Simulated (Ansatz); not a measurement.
Consider the formal hydrolysis of the Si–Si bond: `O[SiH2][SiH]([SiH3])S` + H₂O → `O[SiH2][SiH](O)S` + SiH₄.

Calculated with Ansatz (gas phase, PBE0-D4/def2-TZVP geometries, no zero-point term in ΔE). CBS: MP2 limit from def2 TZ/QZ plus the TZ coupled-cluster correction, frozen cores. This one scheme is used for every species. DFT in def2-TZVPP. B3LYP here is the variant with VWN-RPA as its local correlation; programs differ in this. Each species was taken in one conformer, which may not be the lowest.

```json
{"level": "B3LYP-D4", "ΔE (kJ/mol)": "-90.6"}
{"level": "ωB97M-V", "ΔE (kJ/mol)": "-94.6"}
{"level": "PBE0", "ΔE (kJ/mol)": "-78.0"}
{"level": "SCS-MP2/def2-TZVPP", "ΔE (kJ/mol)": "-99.5"}
{"level": "CCSD/def2-TZVPP", "ΔE (kJ/mol)": "-92.4"}
{"level": "SCS-MP2/def2-QZVPP", "ΔE (kJ/mol)": "-97.5"}
{"level": "HF/CBS(def2)", "ΔE (kJ/mol)": "-116.4"}
{"level": "CCSD/CBS(def2)", "ΔE (kJ/mol)": "-88.4"}
```

What does CCSD(T)/CBS give? (An estimate is asked.)

Ansatz gave: -85.1 kJ/mol. The listed levels differ from it by -5.5, -9.5, 7.1, -14.4, -7.3, -12.4, -31.3, -3.3 kJ/mol.

Largest T1 diagnostic among the species: 0.013.

In def2-TZVPP, CCSD(T) changes the Hartree–Fock value by +26.4 kJ/mol (the triples alone add +3.3 kJ/mol) and MP2 by +22.3 kJ/mol. The D4 term adds +8.0 kJ/mol with B3LYP and +4.6 kJ/mol with PBE0; it sums over pairs of atoms, weighted by their polarisabilities, and B3LYP, whose exchange is more repulsive, gets the larger term.
